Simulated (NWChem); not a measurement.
Program: NWChem. System: Cl2Te, charge 0, spin multiplicity 1, at a geometry optimised with PBE0/def2-SVP with def2 effective core potentials on Te. The structure started from a generated list of species. Level: B3LYP/def2-SVP with def2 effective core potentials on Te, VWN1-RPA local correlation.

NWChem printed:

```
             Northwest Computational Chemistry Package (NWChem) 7.3.0
             --------------------------------------------------------

                                NWChem Input Module
                                -------------------

 Scaling coordinates for geometry "geometry" by  1.889725989
 (inverse scale =  0.529177249)

 Turning off AUTOSYM since
 SYMMETRY directive was detected!

                             Geometry "geometry" -> ""
                             -------------------------

 Output coordinates in angstroms (scale by  1.889725989 to convert to a.u.)

  No.       Tag          Charge          X              Y              Z
 ---- ---------------- ---------- -------------- -------------- --------------
    1 Te                  52.0000     0.00000000     0.00000000    -0.59854700
    2 Cl                  17.0000     1.81007600     0.00000000     0.91542500
    3 Cl                  17.0000    -1.81007600     0.00000000     0.91542500

 Effective nuclear repulsion energy (a.u.)     438.7188186758

            Nuclear Dipole moment (a.u.)
            ----------------------------
        X                 Y               Z
 ---------------- ---------------- ----------------
     0.0000000000     0.0000000000     0.0000113384

      Symmetry information
      --------------------

 Group name             C2v
 Group number             16
 Group order               4
 No. of unique centers     2

      Symmetry unique atoms

     1    2


 Summary of "ao basis" -> "" (spherical)
 ------------------------------------------------------------------------------
       Tag                 Description            Shells   Functions and Types
 ---------------- ------------------------------  ------  ---------------------
 *                          def2-svp                  on all atoms

                                 NWChem DFT Module
                                 -----------------

 Summary of "ao basis" -> "ao basis" (spherical)
 ------------------------------------------------------------------------------
       Tag                 Description            Shells   Functions and Types
 ---------------- ------------------------------  ------  ---------------------
 Te                         def2-svp                10       26   4s4p2d
 Cl                         def2-svp                 8       18   4s3p1d

 Summary of "ao basis" -> "ao basis" (spherical)
 ------------------------------------------------------------------------------
[...]
 Vector   28  Occ=2.000000D+00  E=-3.255427D-01  Symmetry=b1
              MO Center=  8.2D-14, -2.1D-15,  8.7D-01, r^2= 4.4D+00
   Bfn.  Coefficient  Atom+Function         Bfn.  Coefficient  Atom+Function
  ----- ------------  ---------------      ----- ------------  ---------------
    37      0.378976  2 Cl px                55      0.378976  3 Cl px
    34      0.281696  2 Cl px                52      0.281696  3 Cl px
    39     -0.265040  2 Cl pz                57      0.265040  3 Cl pz
    36     -0.202461  2 Cl pz                54      0.202461  3 Cl pz
    31      0.163087  2 Cl px                49      0.163087  3 Cl px

 Vector   29  Occ=2.000000D+00  E=-2.304835D-01  Symmetry=b2
              MO Center= -5.5D-15,  7.9D-15, -2.6D-01, r^2= 3.3D+00
   Bfn.  Coefficient  Atom+Function         Bfn.  Coefficient  Atom+Function
  ----- ------------  ---------------      ----- ------------  ---------------
    12      0.582191  1 Te py                15      0.481219  1 Te py
    38     -0.285299  2 Cl py                56     -0.285299  3 Cl py
     9     -0.218930  1 Te py                35     -0.192760  2 Cl py
    53     -0.192760  3 Cl py                 6     -0.170241  1 Te py
    32     -0.110391  2 Cl py                50     -0.110391  3 Cl py

 Vector   30  Occ=0.000000D+00  E=-1.060631D-01  Symmetry=a1
              MO Center= -1.0D-13, -5.1D-16, -6.3D-02, r^2= 3.9D+00
   Bfn.  Coefficient  Atom+Function         Bfn.  Coefficient  Atom+Function
  ----- ------------  ---------------      ----- ------------  ---------------
    16      0.607704  1 Te pz                13      0.524246  1 Te pz
     3      0.442455  1 Te s                 37      0.399714  2 Cl px
    55     -0.399714  3 Cl px                34      0.218733  2 Cl px
    52     -0.218733  3 Cl px                10     -0.193281  1 Te pz
    30     -0.186135  2 Cl s                 48     -0.186135  3 Cl s

 Vector   31  Occ=0.000000D+00  E=-1.033114D-01  Symmetry=b1
              MO Center=  1.1D-13, -9.3D-17, -3.8D-01, r^2= 3.7D+00
   Bfn.  Coefficient  Atom+Function         Bfn.  Coefficient  Atom+Function
  ----- ------------  ---------------      ----- ------------  ---------------
    14      0.685888  1 Te px                11      0.547736  1 Te px
    39      0.338693  2 Cl pz                57     -0.338693  3 Cl pz
     8     -0.205801  1 Te px                30     -0.199223  2 Cl s
    48      0.199223  3 Cl s                 37      0.192770  2 Cl px
    55      0.192770  3 Cl px                36      0.187743  2 Cl pz

 Vector   32  Occ=0.000000D+00  E= 2.032652D-01  Symmetry=a1
              MO Center= -4.5D-14,  4.9D-15, -5.1D-01, r^2= 3.6D+00
   Bfn.  Coefficient  Atom+Function         Bfn.  Coefficient  Atom+Function
  ----- ------------  ---------------      ----- ------------  ---------------
     4     -2.190906  1 Te s                  3      2.177650  1 Te s
     2     -0.360991  1 Te s                 26      0.318020  1 Te d  2
     1     -0.269616  1 Te s                 29      0.206311  2 Cl s
    47      0.206311  3 Cl s                 16     -0.196373  1 Te pz
    37     -0.152300  2 Cl px                55      0.152300  3 Cl px

 center of mass
 --------------
 x =   0.00000000 y =   0.00000000 z =  -0.12985478

 moments of inertia (a.u.)
 ------------------
         372.121078823311           0.000000000000           0.000000000000
           0.000000000000        1190.402399597062           0.000000000000
           0.000000000000           0.000000000000         818.281320773752

     Multipole analysis of the density
     ---------------------------------

     L   x y z        total         alpha         beta         nuclear
     -   - - -        -----         -----         ----         -------
     0   0 0 0      0.000000    -29.000000    -29.000000     58.000000

     1   1 0 0      0.000000      0.000000      0.000000      0.000000
     1   0 1 0     -0.000000     -0.000000     -0.000000      0.000000
     1   0 0 1     -0.843625    -16.257076    -16.257076     31.670526

     2   2 0 0    -38.420736   -218.112855   -218.112855    397.804974
     2   1 1 0      0.000000      0.000000      0.000000      0.000000
     2   1 0 1     -0.000000     -0.000000     -0.000000      0.000000
     2   0 2 0    -39.320271    -19.660136    -19.660136      0.000000
     2   0 1 1     -0.000000     -0.000000     -0.000000      0.000000
     2   0 0 2    -35.789757    -84.120809    -84.120809    132.451861

 Task  times  cpu:        0.7s     wall:        0.7s

 Total times  cpu:        0.8s     wall:        0.8s
```

Problem. Write an NWChem input that would produce this output.

Solution. This is not unique; one that fits is 
```
start mol
memory heap 200 mb stack 900 mb global 1100 mb
geometry units angstroms nocenter noautoz
  Te     0.000000     0.000000    -0.598547
  Cl     1.810076     0.000000     0.915425
  Cl    -1.810076     0.000000     0.915425
  symmetry group C2v
end
basis spherical
  * library def2-svp
end
ecp
  Te library def2-ecp
end
dft
  xc b3lyp
  semidirect memsize 60000000 filesize 0
  iterations 100
end
task dft energy
```
